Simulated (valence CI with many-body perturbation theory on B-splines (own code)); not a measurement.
Ladder of approximations for Bi⁶⁹⁺

Calculated by relativistic CI+MBPT: four valence electrons over a frozen Dirac-Fock core [Ne], radial functions for each j: 11 s, 11 p, 9 d, 7 f, 5 g, 2 h, 1 i, with the one-electron correlation potential Σ1 (screened to all orders), the two-electron term Σ2, the three-electron term Σ3, Breit, model QED; selected single and double excitations, second order for the rest (own B-spline code, finite nucleus).

No measured spectrum was set against this ion. As an estimate, large intervals hold to a few tenths of a per cent, small ones and those within an open d or f shell to about a per cent.

Each rung adds one term. CI alone is the Dirac-Coulomb CI over the frozen core; QED comes last and gives the full result, which names the levels. Energies are above (3s^2 3p1/2^2) J=0 on the same rung, in eV.

Levels are named by their leading jj configuration (3d3/2^4 stands for four electrons in 3d with j = 3/2), which in mixed levels can hold well under half, so a name can repeat and another be missing. Letters in brackets count levels of one name in rising energy.

```tsv
Level	CI alone	Σ1	Σ2	Σ3	Breit	QED	Full
(3s^2 3p1/2 3p3/2) J=1	619.1	+0.26	+0.19	+0.01	-7.41	+0.52	612.7
(3s^2 3p1/2 3p3/2) J=2	630.4	+0.26	+0.15	0.00	-8.14	+0.52	623.2
(3s 3p1/2^2 3p3/2) J=2	825.3	-0.04	+0.10	+0.07	-1.89	-6.26	817.3
(3s 3p1/2^2 3p3/2) J=1	855.5	-0.04	-0.14	+0.03	-2.74	-5.21	847.4
(3s^2 3p1/2 3d3/2) J=2	877.6	-0.02	-0.08	-0.06	-9.13	-1.05	867.2
(3s^2 3p1/2 3d3/2) J=1	931.0	-0.03	-0.81	-0.17	-6.93	-2.20	920.9
(3s^2 3p1/2 3d5/2) J=2	1041.4	+0.19	-0.39	-0.13	-11.60	-0.74	1028.8
(3s^2 3p1/2 3d5/2) J=3	1044.5	+0.19	-0.27	-0.14	-12.87	-0.65	1030.7
(3s 3p1/2^2 3d3/2) J=1	1087.5	-0.33	-0.24	-0.04	-1.98	-7.89	1077.0
(3s 3p1/2^2 3d3/2) J=2	1096.8	-0.33	-0.28	-0.06	-2.54	-7.89	1085.7
(3s 3p1/2^2 3d5/2) J=3	1247.4	-0.12	-0.46	-0.09	-6.21	-7.54	1233.0
(3s^2 3p3/2^2) J=2	1257.4	+0.51	+0.33	-0.01	-14.82	+0.88	1244.3
(3s 3p1/2^2 3d5/2) J=2	1263.4	-0.10	-0.48	-0.14	-5.83	-7.47	1249.4
(3s^2 3p3/2^2) J=0	1280.2	+0.52	+0.29	-0.03	-14.10	+0.97	1267.8
(3s 3p1/2 3p3/2^2) J=2 [a]	1431.8	+0.21	+0.41	+0.08	-8.98	-5.64	1417.8
(3s 3p1/2 3p3/2^2) J=3	1455.6	+0.22	+0.27	+0.06	-10.40	-5.60	1440.1
(3s 3p1/2 3p3/2^2) J=0	1465.6	+0.22	+0.35	+0.05	-9.05	-4.99	1452.2
(3s 3p1/2 3p3/2^2) J=2 [b]	1483.8	+0.22	+0.05	+0.03	-11.43	-4.14	1468.5
(3s 3p1/2 3p3/2^2) J=1 [a]	1484.7	+0.22	+0.06	+0.03	-10.15	-4.77	1470.1
(3s 3p1/2 3p3/2^2) J=1 [b]	1498.5	+0.22	-0.26	+0.01	-8.74	-5.81	1484.0
(3s^2 3p3/2 3d3/2) J=3	1540.4	+0.24	-0.25	-0.13	-16.56	-0.71	1523.0
(3s^2 3p3/2 3d3/2) J=1	1547.5	+0.24	-0.49	-0.12	-14.33	-1.69	1531.1
(3s^2 3p3/2 3d3/2) J=2	1548.1	+0.23	-0.63	-0.12	-13.80	-2.45	1531.3
(3s^2 3p3/2 3d3/2) J=0	1547.8	+0.24	-0.40	-0.13	-13.97	-1.42	1532.1
(3s^2 3p3/2 3d5/2) J=4	1653.3	+0.46	+0.15	-0.07	-19.91	-0.18	1633.7
(3s^2 3p3/2 3d5/2) J=2	1665.0	+0.45	-0.08	-0.09	-19.16	-0.26	1645.9
(3s 3p1/2 3p3/2 3d3/2) J=2 [a]	1673.0	-0.07	+0.21	+0.06	-8.43	-8.23	1656.6
(3s 3p1/2 3p3/2 3d3/2) J=0 [a]	1679.2	-0.07	+0.28	+0.02	-8.51	-7.54	1663.4
(3s 3p1/2 3p3/2 3d3/2) J=1 [a]	1682.9	-0.07	+0.20	0.00	-9.43	-7.37	1666.3
(3s^2 3p3/2 3d5/2) J=3	1689.9	+0.45	-0.39	-0.19	-19.44	-0.29	1670.1
(3s 3p1/2 3p3/2 3d3/2) J=3 [a]	1691.0	-0.07	+0.17	0.00	-10.83	-7.34	1672.9
```

The middle columns are the shifts that each term adds.

**Question.** How does the ionisation energy move along the ladder, and which term matters most?

**Answer.** CI alone 8799.7, + Σ1 8800.9, + Σ2 8801.1, + Σ3 8800.9, + Breit 8785.2, + QED 8784.6 eV. The largest step is Breit, -15.7 eV. NIST lists 8780 ± 50 eV (theoretical).
